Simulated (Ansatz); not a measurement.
Reaction (isomerisation): `N[Si]1(F)C=CO1` → `FC1([SiH3])N=CO1`

Gas-phase electronic energies from Ansatz, PBE0-D4/def2-TZVP geometries. CBS: MP2 limit from def2 TZ/QZ plus the TZ coupled-cluster correction, frozen cores. DFT in def2-TZVPP. Each species was taken in one conformer, which may not be the lowest.

Q: Is it downhill or uphill in electronic energy at CCSD(T)/CBS, and by how much? (An estimate is asked.)

A: Ansatz gave: Uphill: ΔE = +5.12 eV.

Q: What do these levels give: ωB97X-V, PBE, CCSD/def2-TZVPP, MP2/def2-QZVPP, HF/CBS(def2), CCSD/CBS(def2)? (An estimate is asked.)

A: Ansatz gave: ωB97X-V 4.82, PBE 4.65, CCSD/def2-TZVPP 5.05, MP2/def2-QZVPP 5.29, HF/CBS(def2) 5.19, CCSD/CBS(def2) 5.20 eV.

Largest T1 diagnostic among the species: 0.015.

From PBE to PBE0 (25 % exact exchange), in def2-TZVPP and without D4, ΔE moves by +0.23 eV.
